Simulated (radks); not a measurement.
Values are calculated unless marked as measured or tabulated.
Question: Species: Os4+. Configuration: [Xe] 4f14 5d4 (the NIST ground configuration). Level of theory: scalar-relativistic Kohn-Sham, BP86, spin-unpolarised, spherical densities, finite nucleus; Fermi nuclear charge, rms radius 5.4126 fm (a radial shooting solver on a logarithmic mesh with Libxc functionals). Some entries of the table are withheld. Estimate them.

orbital,occ.,eigenvalue (eV),<r^2> (bohr^2)
1s,2,-73901.66,0.0004335
2s,2,-12909.69,(1)
2p,6,-11250.57,0.005531
3s,2,-3039.884,0.04299
3p,6,(2),0.04387
3d,10,-2006.849,0.03636
4s,2,-677.9039,0.2105
4p,6,-517.9575,0.2399
4d,10,-319.0955,(3)
5s,2,-137.1393,(4)
4f,14,-98.1516,(5)
5p,6,-95.8630,1.487
5d,4,-48.2724,2.694

Answer: 
(1) 2s <r^2> (bohr^2): 0.006642
(2) 3p eigenvalue (eV): -2552.440
(3) 4d <r^2> (bohr^2): 0.2766
(4) 5s <r^2> (bohr^2): 1.120
(5) 4f <r^2> (bohr^2): 0.3789
